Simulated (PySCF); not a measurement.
# [I3]+, singlet: structure and spectrum

Level of theory: PBE0 in PySCF with I def2-TZVP with ECP28; scalar-relativistic core potentials, no spin–orbit coupling; density-fitted integrals.

The structure is a minimum.

* Point group: C2v
* Bond lengths: I–I 2.650 Å (×2)
* Bond angles: I–I–I 106.2°
* Zero-point energy: 2.9 kJ/mol
* Rotational symmetry number: 2
* Enthalpy at 298.15 K above 0 K: 14.91 kJ/mol
* Heat capacity Cp at 298.15 K: 56.8 J/(mol K)
* Dipole moment about the centre of mass: 0.71 D
* Principal quadrupole moments (Buckingham, traceless) about the centre of mass: -17.35, -1.75, 19.11 D Å
* Principal polarisabilities: 56.2, 77.2, 146.5 bohr³
* Rotational constants: 0.07864, 0.0148, 0.01245 cm⁻¹
* Highest occupied level: -12.41 eV
* Entropy at 298.15 K and 1 bar: 343.1 J/(mol K)
* Lowest empty level: -9.33 eV

Harmonic modes (masses in u: I 126.904):
```tsv
symmetry	ω (cm⁻¹)	IR (km/mol)	μ (u)
a1	59	0.1	126.90
a1	208	0.1	126.90
b2	215	8.2	126.90
```

In C2v the vibrations span 2a1 + b2. Here b1 is antisymmetric to the molecular plane and b2 lies in it.

Charges (e):
```tsv
atom	Mulliken	Löwdin	polar tensor	Mayer order to I1
I1	0.49	0.48	0.67	–
I2,3	0.26	0.26	0.16	1.15
```

Mulliken populations on I1 (electrons outside its core potential): s 3.95, p 10.32, d 10.21, f 0.02.

This need not be the most stable arrangement of these atoms.

The final relaxation and frequency run took 61 s on 4 threads of a shared Arm Neoverse V1 host, with 150 basis functions and 12 gradients; the process peaked at 1.2 GiB.
